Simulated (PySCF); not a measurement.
# Chromium: a sound run and one with changed settings

Sound run: Cr [Ar] 3d5 4s1, Cr⁺ [Ar] 3d5. Computed with PySCF 2.14 in pcseg-2 (6s4p3d2f1g, 56 functions), with the non-relativistic Hamiltonian (point nucleus). In the sound run the correlated levels freeze [Ar]. The sound run starts from symmetry-adapted Hartree-Fock orbitals and uses a fine grid where one is needed.

Changed run: scalar relativity by spin-free X2C-1e. This setting is unsound on purpose.

| species | method | sound run (hartree) | changed run (hartree) | converged |
| --- | --- | --- | --- | --- |
| Cr | UHF | -1043.33354 | -1048.65242 | yes |
| Cr | M06-2X | -1044.38878 | -1049.70473 | yes |
| Cr | M06-L | -1044.37794 | -1049.69758 | no |
| Cr | MP2 | -1043.42015 | -1048.74029 | yes |
| Cr⁺ | UHF | -1043.11583 | -1048.43111 | yes |
| Cr⁺ | M06-2X | -1044.15086 | -1049.46290 | yes |
| Cr⁺ | M06-L | -1044.13170 | -1049.44598 | yes |
| Cr⁺ | MP2 | -1043.18622 | -1048.50212 | yes |

Ionisation energy of Cr:

| method | sound run (eV) | changed run (eV) |
| --- | --- | --- |
| UHF | 5.924 | 6.022 |
| M06-2X | 6.474 | 6.580 |
| MP2 | 6.366 | 6.481 |
| SCS-MP2 | 6.071 | 6.175 |

Most of the change in total energy is the relativistic energy itself. On top of that the contraction fixes the core shape for the Hamiltonian it was made with, so the changed run is not a good calculation with the other Hamiltonian either.

For comparison, NIST gives 6.767 eV between the lowest levels.
